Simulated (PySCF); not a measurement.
**Induced dipoles and field energies**

InBr₃.
Structure used (PBE0-D3(BJ)/def2-SVP), in Å, numbered top down from 1:
```
atom  x, y, z in Å
In1    0.020   -0.039   -0.007
Br2    2.466    0.133    0.140
Br3   -1.276    2.020   -0.314
Br4   -1.127   -2.205    0.151
```

Level: CAM-B3LYP/def2-SVPD (PySCF); nuclei fixed, core orbitals frozen in the response. Permanent dipole (-0.011, -0.093, 0.006) D (1 au = 2.5417 D). Static polarisability (au):

```
x   117.99   1.20   2.94
y     1.20 117.86  -4.84
z     2.94  -4.84  72.88
```

Only the terms in μ and α are kept: μ(F) = μ + αF and ΔE = −μ·F − ½ F·αF.

Q: A field of 0.003 au (0.154 V/Å) is applied along each axis in both senses. Find the induced dipole, the size of the total dipole and the two energy terms.

A: 
| field along | induced x (D) | induced y (D) | induced z (D) | total size (D) | −μ·F (kJ/mol) | −½F·αF (kJ/mol) |
| --- | --- | --- | --- | --- | --- | --- |
| +x | 0.900 | 0.009 | 0.022 | 0.893 | +0.034 | -1.394 |
| −x | -0.900 | -0.009 | -0.022 | 0.917 | -0.034 | -1.394 |
| +y | 0.009 | 0.899 | -0.037 | 0.806 | +0.288 | -1.392 |
| −y | -0.009 | -0.899 | 0.037 | 0.993 | -0.288 | -1.392 |
| +z | 0.022 | -0.037 | 0.556 | 0.577 | -0.019 | -0.861 |
| −z | -0.022 | 0.037 | -0.556 | 0.554 | +0.019 | -0.861 |

Q: For the field (0.0018, 0.0000, -0.0015) au, what is the induced dipole, and what angle does it make with the field?

A: αF = (0.529, 0.024, -0.264) D, at 13.4° to the field. The polarisability along this direction, F·αF/F², is 96.61 au, against a mean of 102.91 au.

Q: Induction energy −ᾱe²/2R⁴ of a unit charge at 14 Å, the molecule taken as a point?

A: R = 26.46 bohr, so the energy is −102.9/(2 × 26.46⁴) Eh = -0.276 kJ/mol.

Isolated species at its PBE0-D3(BJ)/def2-SVP geometry, gas phase. Atoms past krypton carry effective core potentials; spin–orbit coupling is left out. The calculation is non-relativistic apart from the core potentials, for bromine too.
